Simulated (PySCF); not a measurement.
C3H7FOSi, SMILES C[C@@H](F)[SiH2]C=O. Geometry optimised at PBE-D3(BJ)/def2-SVP. The structure was generated by enumeration; whether it is a known compound was not checked. The values are those of a single conformer.

Task: Give the equilibrium geometry at PBE-D3(BJ)/def2-SVP (PySCF confirms it by a frequency run) as a Z-matrix. (An estimate is asked for; the answer gives what the named calculation found.)

Result: This is not unique; one that fits is 
```
C
H 1 1.1152
F 1 1.4163 2 106.97
C 1 1.5183 2 109.86 3 118.79
H 4 1.1085 1 111.28 2 -179.85
H 4 1.1092 5 108.23 1 121.49
H 4 1.1096 5 108.22 6 116.89
Si 1 1.9216 2 109.85 3 -112.47
H 8 1.5030 1 112.79 2 -57.63
H 8 1.5057 9 110.18 1 120.75
C 8 1.9471 9 110.11 10 118.86
O 11 1.2174 8 123.14 9 -26.48
H 11 1.1388 12 120.71 8 179.20
```
